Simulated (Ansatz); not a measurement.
`COc1ccc(-c2sc(-c3sc(-c4sc(-c5ccc(C(F)=C(F)F)cc5)c5c4OCCO5)c4c3OCCO4)c3c2OCCO3)cc1` with charge -1. The state is a doublet with charge -1. Geometry r2SCAN-D4/def2-SVP, that of the neutral singlet.

```xyz
69

C    -2.061   -7.873   -8.235
O    -0.877   -7.450   -7.598
C    -0.962   -6.448   -6.688
C    -2.150   -5.793   -6.330
C    -2.128   -4.772   -5.378
C    -0.928   -4.368   -4.757
C    -0.903   -3.307   -3.762
S     0.515   -3.047   -2.767
C    -0.203   -1.695   -1.917
C     0.476   -0.973   -0.888
S    -0.248    0.383   -0.047
C     1.165    0.623    0.963
C     1.179    1.647    1.964
S    -0.283    2.104    2.805
C     0.513    3.357    3.735
C    -0.234    4.170    4.676
C    -1.601    3.917    4.934
C    -2.328    4.690    5.828
C    -1.725    5.761    6.520
C    -2.541    6.533    7.445
F    -3.823    6.132    7.576
C    -2.207    7.604    8.194
F    -1.012    8.162    8.216
F    -3.048    8.217    8.998
C    -0.359    6.021    6.271
C     0.365    5.247    5.374
C     1.867    3.375    3.407
C     2.239    2.430    2.407
O     3.495    2.354    1.899
C     4.281    3.495    2.218
C     4.123    3.851    3.682
O     2.775    4.226    3.958
C     2.148   -0.307    0.642
C     1.762   -1.188   -0.402
O     2.571   -2.177   -0.868
C     3.921   -2.011   -0.445
C     3.971   -1.672    1.032
O     3.337   -0.422    1.285
C    -1.490   -1.481   -2.397
C    -1.883   -2.378   -3.426
O    -3.109   -2.294   -4.017
C    -3.748   -1.044   -3.771
C    -3.657   -0.676   -2.304
O    -2.295   -0.492   -1.926
C     0.257   -5.041   -5.137
C     0.244   -6.060   -6.078
H    -2.528   -7.054   -8.813
H    -2.798   -8.262   -7.509
H    -1.774   -8.679   -8.922
H    -3.105   -6.072   -6.781
H    -3.063   -4.282   -5.104
H    -2.106    3.091    4.423
H    -3.382    4.466    6.003
H     0.147    6.840    6.783
H     1.416    5.478    5.200
H     5.323    3.236    1.986
H     3.975    4.353    1.589
H     4.406    2.987    4.312
H     4.749    4.714    3.952
H     4.435   -2.961   -0.651
H     4.400   -1.205   -1.034
H     5.010   -1.572    1.377
H     3.473   -2.470    1.615
H    -3.274   -0.255   -4.386
H    -4.796   -1.160   -4.084
H    -4.113   -1.472   -1.686
H    -4.171    0.275   -2.102
H     1.213   -4.749   -4.690
H     1.162   -6.575   -6.370
```

Single mean-field runs in def2-SVP are fitted with def2-universal-jkfit. At PBE-D4/def2-SVP, PBE0-D4/def2-SVP the highest occupied level of the charge -1 doublet lies above zero (up to 0.47 eV). By energy differences its removal costs 0.92 eV (vertical, to the charge 0 singlet, at PBE-D4/def2-SVP); self-interaction error and the lack of diffuse functions both raise the level.

Task: Estimate the α-spin orbital energies around the gap (eV) in Ansatz with PBE-D4/def2-SVP, PBE0-D4/def2-SVP.

Result: 
```
orbital  PBE-D4/def2-SVP  PBE0-D4/def2-SVP
 HOMO−5            -2.44             -3.68
 HOMO−4            -2.33             -3.53
 HOMO−3            -2.28             -3.46
 HOMO−2            -1.96             -3.00
 HOMO−1            -1.20             -2.06
   HOMO             0.47              0.07
   LUMO             0.96              1.29
 LUMO+1             1.36              2.09
 LUMO+2             1.73              2.30
 LUMO+3             1.82              2.68
 LUMO+4             2.24              3.01
 LUMO+5             2.54              3.54
 β HOMO            -1.09             -1.85
 β LUMO             0.62              1.17
```
